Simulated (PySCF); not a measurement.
A series of related open-shell species. All by UKS B3LYP (pcH-1 on C F H N O Si) in PySCF, non-relativistic with spin–orbit coupling as a perturbation, on GFN2-xTB geometries; isolated species, one conformer each; SCF stability not tested in every run. Couplings are magnitudes for isotopes of over 50 % abundance, averaged over nuclei equivalent by connectivity (but not across a short bond from an atom whose three angles sum to over 350°); populations are Mulliken's. The geometries weren't refined by DFT: couplings that depend on bond lengths, twists or pyramidal angles can differ widely from those at the functional's own minimum, by a factor of two or more for some ions and for spin on atoms past the first row.

| species | change | ⟨S²⟩ | g1 | g2 | g3 | largest spin population on | largest couplings |
| --- | --- | --- | --- | --- | --- | --- | --- |
| [SiH2]n1cccc1 | X = H replaced by N-pyrrolyl | 0.751 | 2.0018 | 2.0021 | 2.0040 | silicon bonded to N and 2 H (0.86) | 2 × 1H 72 MHz, 1 × 14N 9 MHz, 2 × 1H 2 MHz |
| C[SiH2] | X = H replaced by CH3 | 0.751 | 2.0022 | 2.0043 | 2.0046 | silicon bonded to C and 2 H (1.00) | 3 × 1H 27 MHz, 2 × 1H 26 MHz |
| O[SiH2] | X = H replaced by OH | 0.751 | 2.0016 | 2.0021 | 2.0042 | silicon bonded to O and 2 H (0.92) | 2 × 1H 76 MHz, 1 × 1H 67 MHz |
| C=N[SiH2] | X = H replaced by N=CH2 | 0.768 | 2.0020 | 2.0022 | 2.0046 | silicon bonded to N and 2 H (0.82) | 1 × 1H 47 MHz, 1 × 1H 37 MHz, 1 × 1H 33 MHz, 1 × 1H 31 MHz, and 1 smaller |

(1) Predict the same entries for `[SiH2]F` [radical] (X = H replaced by F).

(2) How many first-order lines does each doublet give under fast tumbling, over what width, and where is its centre at 9.5 GHz?

## Answers

(1) ⟨S²⟩: 0.751; g1: 2.0016; g2: 2.0021; g3: 2.0046; largest spin population on: silicon bonded to F and 2 H (0.87); largest couplings: 1 × 19F 120 MHz, 2 × 1H 103 MHz. The largest Mulliken spin population is on Si2 (+0.87). The angles at Si2 add up to 329.5°, so it is pyramidal. (Numbering: [F:1][SiH2:2] (hydrogens: H3, H4 on Si2).)

(2) 
```csv
species,lines,width (mT),centre (mT)
F[SiH2],6,11.6,338.91
[SiH2]n1cccc1,27,5.9,338.93
C[SiH2],12,4.8,338.75
O[SiH2],6,7.8,338.93
C=N[SiH2],48,5.9,338.88
```

Splittings under 0.05 mT aren't counted.

Means can hide wide spreads in the frozen geometry: C[SiH2], 3 × 1H from 6 to 70 MHz (mean 27).
